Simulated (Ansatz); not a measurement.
```xyz
11

In   -0.2810   -1.6533   -1.2024
C    -0.3390    0.3444   -0.4866
C     0.8892    1.0874    0.0759
Si   -0.2966    0.5301    1.3678
H     1.1210   -2.5948   -0.8378
H    -1.6488   -2.3037   -2.0239
H    -1.0818    0.9785   -0.9653
H     0.9458    2.1502   -0.1423
H     1.8519    0.5925   -0.0126
H    -1.1872    1.5134    2.0189
H     0.0265   -0.6446    2.2084
```

The species carries charge 0 and has multiplicity 1. In: def2 effective core potential.

Q: List the PBE0/def2-TZVPP orbital energies in eV (Ansatz). (An estimate is asked.)

A: Computed: Occupied: -1802.44, -278.25, -278.22, -144.82, -127.98, -99.48, -99.46, -99.46, -84.49, -84.16, -84.14, -21.87, -21.10, -20.92, -20.92, -20.85, -20.72, -16.26, -14.25, -12.77, -11.98, -10.92, -9.86, -8.83, -8.12, -7.96, -6.57. Lowest empty: -1.45, -0.10, 0.54, 0.94, 1.22, 1.35, 1.59, 2.12.
